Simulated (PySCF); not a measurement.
# How the method moves the HOMO and LUMO of `FC(F)[C@H]1C[SiH2]1`

Compound: C3H6F2Si.
Structure used (PBE0-D3(BJ)/def2-SVP), in Å, numbered top down from 1:
```
atom  x, y, z in Å
F1    -1.1686   -0.6475    1.4830
C2    -1.4829   -0.2593    0.2179
F3    -2.0962   -1.2980   -0.3902
C4    -0.2454    0.1309   -0.5227
C5     0.7622    1.0467    0.1886
Si6    1.4163   -0.6561   -0.1839
H7    -2.2186    0.5626    0.3046
H8    -0.4598    0.3843   -1.5676
H9     0.5366    1.2540    1.2412
H10    1.1125    1.9292   -0.3562
H11    1.5711   -1.6302    0.9197
H12    2.3160   -0.8434   -1.3478
```

Basis pcSseg-1 throughout (PySCF), one geometry. One conformer (not necessarily the lowest) at the PBE0-D3(BJ)/def2-SVP geometry, without solvent, vibrations or thermal averaging.

Question: How do the orbital energies, the gap and the dipole change with the method?

Answer: 
```json
{"method": "BLYP", "kind": "GGA", "HOMO (eV)": "-6.00", "LUMO (eV)": "-0.56", "gap (eV)": "5.44", "μ (D)": "1.90", "SCF cycles": "14"}
{"method": "B97-D", "kind": "GGA", "HOMO (eV)": "-6.10", "LUMO (eV)": "-0.57", "gap (eV)": "5.53", "μ (D)": "1.94", "SCF cycles": "14"}
{"method": "OPBE", "kind": "GGA", "HOMO (eV)": "-6.12", "LUMO (eV)": "-0.54", "gap (eV)": "5.58", "μ (D)": "1.88", "SCF cycles": "15"}
{"method": "PBE", "kind": "GGA", "HOMO (eV)": "-6.16", "LUMO (eV)": "-0.68", "gap (eV)": "5.47", "μ (D)": "1.90", "SCF cycles": "14"}
{"method": "KT3", "kind": "GGA", "HOMO (eV)": "-6.21", "LUMO (eV)": "-0.69", "gap (eV)": "5.52", "μ (D)": "1.90", "SCF cycles": "15"}
{"method": "KT2", "kind": "GGA", "HOMO (eV)": "-6.21", "LUMO (eV)": "-0.74", "gap (eV)": "5.48", "μ (D)": "1.93", "SCF cycles": "15"}
{"method": "BP86", "kind": "GGA", "HOMO (eV)": "-6.26", "LUMO (eV)": "-0.75", "gap (eV)": "5.51", "μ (D)": "1.92", "SCF cycles": "13"}
{"method": "LDA", "kind": "LDA", "HOMO (eV)": "-6.30", "LUMO (eV)": "-0.87", "gap (eV)": "5.43", "μ (D)": "1.99", "SCF cycles": "13"}
{"method": "B97-2", "kind": "global hybrid", "HOMO (eV)": "-7.05", "LUMO (eV)": "0.14", "gap (eV)": "7.18", "μ (D)": "2.04", "SCF cycles": "13"}
{"method": "B3LYP", "kind": "global hybrid", "HOMO (eV)": "-7.08", "LUMO (eV)": "-0.07", "gap (eV)": "7.02", "μ (D)": "2.03", "SCF cycles": "13"}
{"method": "PBE0", "kind": "global hybrid", "HOMO (eV)": "-7.30", "LUMO (eV)": "0.14", "gap (eV)": "7.44", "μ (D)": "2.04", "SCF cycles": "12"}
{"method": "mPW1PW91", "kind": "global hybrid", "HOMO (eV)": "-7.33", "LUMO (eV)": "0.15", "gap (eV)": "7.48", "μ (D)": "2.06", "SCF cycles": "12"}
{"method": "BHandHLYP", "kind": "global hybrid", "HOMO (eV)": "-8.32", "LUMO (eV)": "1.01", "gap (eV)": "9.33", "μ (D)": "2.17", "SCF cycles": "12"}
{"method": "CAM-B3LYP", "kind": "range-separated hybrid", "HOMO (eV)": "-8.60", "LUMO (eV)": "1.17", "gap (eV)": "9.77", "μ (D)": "2.06", "SCF cycles": "12"}
{"method": "wB97X-D", "kind": "range-separated hybrid", "HOMO (eV)": "-9.15", "LUMO (eV)": "1.88", "gap (eV)": "11.02", "μ (D)": "2.07", "SCF cycles": "13"}
{"method": "HF", "kind": "Hartree–Fock", "HOMO (eV)": "-9.88", "LUMO (eV)": "3.25", "gap (eV)": "13.13", "μ (D)": "2.30", "SCF cycles": "10"}
{"method": "LC-wPBE", "kind": "range-separated hybrid", "HOMO (eV)": "-9.94", "LUMO (eV)": "2.29", "gap (eV)": "12.23", "μ (D)": "2.04", "SCF cycles": "13"}
```

The HOMO spans 3.94 eV, from BLYP down to LC-wPBE, and the gap runs from 5.43 eV (LDA) to 13.13 eV (HF). Over the methods BLYP (0 %), B97-D (0 %), OPBE (0 %), PBE (0 %), KT3 (0 %), KT2 (0 %), BP86 (0 %), LDA (0 %), B97-2 (21 %), B3LYP (20 %), PBE0 (25 %), mPW1PW91 (25 %), BHandHLYP (50 %), HF (100 %), a straight line through the gap against the share of exact exchange rises by 0.76 eV for each 10 % (correlation coefficient 1.000). The dipole ranges from 1.88 D (OPBE) to 2.30 D (HF). This basis has no diffuse functions.
